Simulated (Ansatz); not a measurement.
Compare A (`CB1NCS1`) with its isomer B (`CC1NB1S`).

Isolated molecules relaxed with PBE0-D4/def2-TZVP in Ansatz; ΔE leaves out vibrations. CCSD(T)/CBS is the MP2 limit (def2-TZVPP, def2-QZVPP) plus CCSD(T) − MP2 in def2-TZVPP, frozen cores. DFT in def2-TZVPP. One conformer a species, not always the lowest.

(1) Which isomer does CCSD(T)/CBS put lower? Give the gap. (Best estimate.)

(2) Give E(B) − E(A) in kcal/mol with CCSD/def2-TZVPP, CCSD(T)/def2-TZVPP, B2PLYP, ωB97M-V, HF/def2-TZVPP, PBE-D4, MP2/def2-TZVPP. (Estimate.)

Largest T1 diagnostic: 0.013.

Answers

(1) The calculation gave: A, by 29.3 kcal/mol.

(2) The calculation gave: CCSD/def2-TZVPP 28.7, CCSD(T)/def2-TZVPP 28.9, B2PLYP 27.9, ωB97M-V 28.3, HF/def2-TZVPP 29.1, PBE-D4 27.1, MP2/def2-TZVPP 29.2. None reverses the order clearly.

From PBE to PBE0 (25 % exact exchange), in def2-TZVPP and without D4, E(B) − E(A) moves by +1.4 kcal/mol.
